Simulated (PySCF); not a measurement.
## Excited states of Tl³⁺ (thallium, charge +3)

Ground state [Xe] 4f14 5d10, ¹S. Computed with PySCF 2.14 in aug-cc-pwCVTZ-PP with one added diffuse shell each of d, f type with ECP60MDF (8s7p7d5f1g, 108 functions), with a scalar-relativistic core potential. Vertical excitation energies in eV without spin-orbit coupling; excited terms of each kind are numbered among those the solver found. Frozen: nothing.

| term | leading excitation | EOM-EE-CCSD |
| --- | --- | --- |
| 1 3D | 5d → s | 9.913 |
| 1 1D | 5d → s | 10.816 |
| 1 3P° | 5d → p | 20.131 |
| 1 3F° | 5d → p | 20.608 |
| 1 1F° | 5d → p | 20.999 |
| 1 1D° | 5d → p | 21.313 |
| 1 3D° | 5d → p | 21.401 |
| 1 1P° | 5d → p | 21.700 |
| 2 3D | 5d → s | 32.139 |
| 2 1D | 5d → s | 32.320 |

The spin-orbit splitting of the hole, absent here, rivals or exceeds the spacing of these terms, so the LS terms are model states.

The solver can miss terms.
